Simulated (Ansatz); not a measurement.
Relaxed structures of SnSiH4O, closed shell (PBE0-D4/def2-TZVP; forces vanish, vibrations not checked; lower isomers may exist, and structures with a doubtful reference or unclear bonds are left out; Å). Program: Ansatz 0.2.0. Basis: def2-TZVPP. Cores are frozen in the correlated methods. Filled d shells of the heavier atoms are correlated. Core potentials replace the inner electrons of the atoms past krypton. The def2 sets are not built for correlating such inner shells, so the correlated values are less sure here.

Task: Rank them by CCSD(T) energy, lowest first, and give each one's height above the lowest. Links in brackets join atoms within 1.22 times the sum of their covalent radii (1.1 for two metals). (An estimate is asked for; the value comes from the calculation.)
A.
SnSiH₄O ([O][SnH][SiH3])
```
7
angstrom
O 0.2118 -2.3734 1.7731
Si 0.2504 1.0242 -0.1434
Sn -0.3140 -1.4590 0.2824
H -1.2392 -2.2509 -0.9374
H -0.3290 1.4549 -1.4407
H -0.3229 1.8237 0.9673
H 1.7275 1.1629 -0.1680
```
B.
SnSiH₄O ([O]1[SiH2][SnH2]1)
```
7
angstrom
O 0.2018 -1.1675 1.2658
Si -0.3012 -1.7203 -0.1696
Sn 0.3702 0.6233 0.1141
H -1.7317 -2.0848 -0.3361
H 0.5630 -2.6723 -0.9140
H -0.6063 1.7630 0.9317
H 2.0052 1.0944 0.2741
```
C.
SnSiH₄O ([O][SiH][SnH3])
```
7
angstrom
O 0.1094 -2.1888 1.4786
Si -0.3399 -1.4471 0.2283
Sn 0.2464 1.0342 -0.1566
H -1.1444 -2.1210 -0.8405
H -0.4052 1.5639 -1.6422
H -0.4058 1.9571 1.1154
H 1.9394 1.2015 -0.1829
```

Result: The calculation gives: B (0.000 eV), C (0.448 eV), A (1.529 eV). Heights count from the lowest.

No T1 diagnostic of these runs exceeds 0.028. The T1 diagnostic is large here, which may signal multireference character or strong orbital relaxation, so CCSD(T) is less sure. The restricted Hartree–Fock reference is unstable towards an unrestricted one at one or more of these structures.

For scale, one of the runs: CCSD(T)/def2-TZVPP, 179 basis functions, launched by `ansatz run in.yaml --threads 2 --pin off --events-out ev --progress --plain --max-ram 4352MiB`. Time: 81 s of wall clock on 2 CPU threads of an Arm Neoverse V2; the host was shared. Peak host memory: 1.8 GiB.
